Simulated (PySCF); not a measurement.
# Identify the compound

An unknown has the formula C₇H₁₃O₂P. Its calculated NMR data are:

1H NMR (600 MHz, computed): δ 4.36 (m, 2H), 4.18 (m, 2H), 1.57 (m, 2H), 1.51 (m, 2H), 0.88 (m, 2H), 0.61 (m, 2H), 0.37 (m, 1H).

13C{1H} NMR (computed): δ 67.8 (CH2), 34.6 (CH2), 12.2 (CH), 1.6 (CH2).

Level of theory: coordinates at the GFN2-xTB level, NMR shieldings at PBE0/pcSseg-1/GIAO, in PySCF 2.14 (one conformer, in vacuum, equivalent nuclei averaged, no relativistic terms).

References, each an isolated molecule treated in the same way: 1H (σref 31.72) and 13C (σref 186.93) vs TMS.

**Question.** Deduce the structure.

**Answer.** 
- 4 carbon signals for 7 carbons: some carbons are equivalent by symmetry or fast rotation.
- Carbon types of the structure: 1 × CH, 6 × CH2, which accounts for all hydrogens.
- δC 67.8: sp3 CH2 bonded to O; deshielded by the electronegative neighbour.
- δC 34.6: sp3 CH2 bonded to P.
- δC 12.2, 1.6: three-membered-ring carbon; carbons of three-membered rings are unusually shielded.
- δH 4.36, 4.18: hydrogen on an sp3 CH2 bonded to O; its carbon carries O, hence the downfield position.
- δH 1.57, 1.51: hydrogen on an sp3 CH2 bonded to P.
- δH 0.88, 0.61, 0.37: hydrogen on a three-membered-ring carbon; cyclopropane-type protons are shielded by the ring.

The compound is `O=P1(C2CC2)CCOCC1`.

The data come from this structure; uniqueness wasn't tested.

Splittings by 31P in the carbon and heteronuclear signals aren't shown, as no couplings were computed. Shifts are as computed. Against solution values, carbons near 30 ppm lie about +3 ppm off and those near 130 ppm about +5 ppm. Of 1211 compounds with measured shifts, 218 miss one by over three times the rms of a fit or turn the order of signals round; such compounds aren't used in these exercises. No couplings were computed; multiplicities are counted from neighbouring protons, with m where these are inequivalent, close in shift, in a saturated or five-membered ring or joined by F or P, and br s for small geminal =CH2 splittings.
